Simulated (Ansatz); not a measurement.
MoCl, multiplicity 6 (lowest of 2S+1 = 2, 4, 6, 8 at CCSD(T)/def2-TZVPP on PBE0 minima; our sources give no spin for the ground state, which may be another), most abundant isotopes (97.9054 and 34.9689 u). Constants from fifth-degree fits in 1/R to seven points on the lowest solution found; no spin–orbit coupling, no relativity up to Kr; ω_e x_e and α_e move by some per cent with the fit.

Correlated levels freeze the inner cores; with def2 sets outer-core shells near the valence are correlated too. CBS: X⁻³ extrapolation of the correlation energy, Hartree–Fock from the larger set.

The values were computed with Ansatz (a first-principles code). Values without a source in brackets are computed. In def2 rows elements past Kr take small-core potentials, without spin–orbit coupling.

| level | r_e (Å) | ω_e (cm⁻¹) | ω_e x_e (cm⁻¹) | α_e (cm⁻¹) |
|---|---|---|---|---|
| PBE/def2-TZVPP | 2.2727 | 381.9 | 1.38 | 0.000594 |
| CCSD(T)/CBS(def2-TZVPP, def2-QZVPP) | 2.2975 | 373.2 | 1.28 | 0.000567 |

Problem. Derive the rotational constants, the centrifugal constant, the fundamental, the zero-point energy and the force constant.

Solution. 
μ = 25.76601 u.
- PBE/def2-TZVPP: B_e = 16.8576/(μ r_e²) = 0.12667 cm⁻¹; B₀ = B_e − α_e/2 = 0.12637 cm⁻¹; D = 4B_e³/ω_e² = 5.57e-08 cm⁻¹; fundamental ω_e − 2ω_e x_e = 379 cm⁻¹; zero-point energy ω_e/2 − ω_e x_e/4 = 191 cm⁻¹; k = μ(2πcω_e)² = 221 N/m
- CCSD(T)/CBS(def2-TZVPP, def2-QZVPP): B_e = 16.8576/(μ r_e²) = 0.12395 cm⁻¹; B₀ = B_e − α_e/2 = 0.12367 cm⁻¹; D = 4B_e³/ω_e² = 5.47e-08 cm⁻¹; fundamental ω_e − 2ω_e x_e = 371 cm⁻¹; zero-point energy ω_e/2 − ω_e x_e/4 = 186 cm⁻¹; k = μ(2πcω_e)² = 211 N/m
